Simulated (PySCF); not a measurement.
**Magnetic susceptibility: `Oc1c[se]c(=S)s1`, C3H2OS2Se**

Molfile (atoms numbered from 1):
```
C3H2OS2Se
     RDKit          3D

  9  9  0  0  0  0  0  0  0  0999 V2000
   -2.0680   -0.7526    0.0054 O   0  0  0  0  0  0  0  0  0  0  0  0
   -0.8373   -0.2165    0.0031 C   0  0  0  0  0  0  0  0  0  0  0  0
   -0.6053    1.1041    0.0485 C   0  0  0  0  0  0  0  0  0  0  0  0
    1.1772    1.6768    0.0402 Se  0  0  0  0  0  2  0  0  0  0  0  0
    1.8258   -0.1034   -0.0366 C   0  0  0  0  0  0  0  0  0  0  0  0
    3.4023   -0.5116   -0.0764 S   0  0  0  0  0  0  0  0  0  0  0  0
    0.5496   -1.3046   -0.0612 S   0  0  0  0  0  0  0  0  0  0  0  0
   -2.0325   -1.7161   -0.0355 H   0  0  0  0  0  0  0  0  0  0  0  0
   -1.3982    1.8300    0.0874 H   0  0  0  0  0  0  0  0  0  0  0  0
  1  2  1  0
  2  3  2  0
  3  4  1  0
  4  5  1  0
  5  6  2  0
  5  7  1  0
  7  2  1  0
  1  8  1  0
  3  9  1  0
M  END
```

The calculation used PySCF, GIAO B3LYP/pcSseg-1 magnetisability, rotational g tensor and spin-rotation constants, non-relativistic, gas phase. Geometry: GFN2-xTB.

The calculation is non-relativistic, which matters for the atoms heavier than Zn.

Q: What are the magnetisability and the molar susceptibility?

A: Isotropic -1232 × 10⁻³⁰ J/T², or -74.2 × 10⁻⁶ cm³/mol; principal values -1351, -1177, -1167 × 10⁻³⁰ J/T², anisotropy 179 × 10⁻³⁰ J/T² (root of half the summed squared differences of the principal values). The susceptibility is in cgs units.

Q: Split it along the inertial axes a, b, c into diamagnetic and paramagnetic parts about the centre of mass, with the quadrupole moment.

A: 
| axis | χ (10⁻⁶ cm³/mol) | diamagnetic (10⁻⁶ cm³/mol) | paramagnetic (10⁻⁶ cm³/mol) | summed x² of all electrons (Å²) | quadrupole Θ (D Å) |
| --- | --- | --- | --- | --- | --- |
| a | -70.4 | -697.4 | 627.0 | 242.1 | -1.69 |
| b | -70.8 | -1088.4 | 1017.6 | 149.9 | +6.56 |
| c | -81.4 | -1662.8 | 1581.4 | 14.5 | -4.87 |

Anisotropies 2χaa − χbb − χcc = +11.3 and 2χbb − χaa − χcc = +10.2 × 10⁻⁶ cm³/mol. Θ is traceless in Buckingham's convention.

Q: And the rotational g tensor?

A: 
```csv
axis,rotational constant (GHz),g,nuclear part,electronic part
a,1.7632,-0.0381,0.4813,-0.5194
b,1.1405,-0.0270,0.5182,-0.5453
c,0.6926,-0.0108,0.5037,-0.5145
```
Asymmetric top; isotopes 12C, 1H, 16O, 32S, 80Se; no vibrational averaging.
